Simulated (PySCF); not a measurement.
C8H11 (doublet state).
Bonds: C1–C2, C2–C3, C3–C4 (double), C4–C5, C5–C6, C6–C7 (double), C7–C8, C3–C8. Hydrogens: H9, H10, H11 on C1; H12, H13 on C2; H14 on C4; H15, H16 on C5; H17 on C7; H18, H19 on C8.

The geometry is computed with GFN2-xTB (gas phase). This method treats the open shell by occupation alone, without spin polarisation.

Some entries are withheld. Bonds in one row agree within 0.01 Å.

| coordinate | value |
| --- | --- |
| C1–C2 | 1.529 Å |
| C2–C3 | ? |
| C3=C4 | 1.324 Å |
| C4–C5 | 1.513 Å |
| C5–C6 | ? |
| C6=C7 | 1.297 Å |
| C7–C8 | ? |
| C3–C8 | 1.502 Å |
| C1–H9, C1–H10, C1–H11 | 1.088 Å |
| C2–H12, C2–H13 | 1.092 Å |
| C4–H14 | 1.083 Å |
| C5–H15, C5–H16 | 1.096 Å |
| C7–H17 | 1.080 Å |
| C8–H18, C8–H19 | 1.096 Å |
| C1–C2–C3 | 111.9° |
| C2–C3–C4 | 121.3° |
| C2–C3–C8 | 115.4° |
| C4–C3–C8 | 123.4° |
| C3–C4–C5 | ? |
| C4–C5–C6 | 109.2° |
| C5–C6–C7 | ? |
| C6–C7–C8 | 120.8° |
| C3–C8–C7 | ? |

Problem. Estimate the withheld lengths and angles.

Solution. 
- C2–C3 = 1.508 Å, drawn single (ends: carbon bonded to 2 C and 2 H; carbon bonded to 3 C); 0.02 Å above the sum of covalent radii, 1.49 Å.
- C5–C6 = 1.462 Å, drawn single (ends: carbon bonded to 2 C and 2 H; carbon bonded to 2 C); 0.01 Å above the sum of covalent radii, 1.45 Å.
- C7–C8 = 1.523 Å, drawn single (ends: carbon bonded to 2 C and H; carbon bonded to 2 C and 2 H); 0.03 Å above the sum of covalent radii, 1.49 Å.
- C3–C4–C5 = 124.9°, at the carbon bonded to 2 C and H, inside a 6-membered ring; the outer atoms are 2.516 Å apart.
- C5–C6–C7 = 129.7°, at the carbon bonded to 2 C, inside a 6-membered ring; the outer atoms are 2.498 Å apart.
- C3–C8–C7 = 112.1°, at the carbon bonded to 2 C and 2 H, inside a 6-membered ring; the outer atoms are 2.509 Å apart.

Radii are Cordero's, carbon taken as 0.76, 0.73 or 0.69 Å for four, three, and two or fewer neighbours.

Stationary, but not proved a minimum. Torsions: C1–C2–C3–C4 -106°.

One conformer stands for the species.
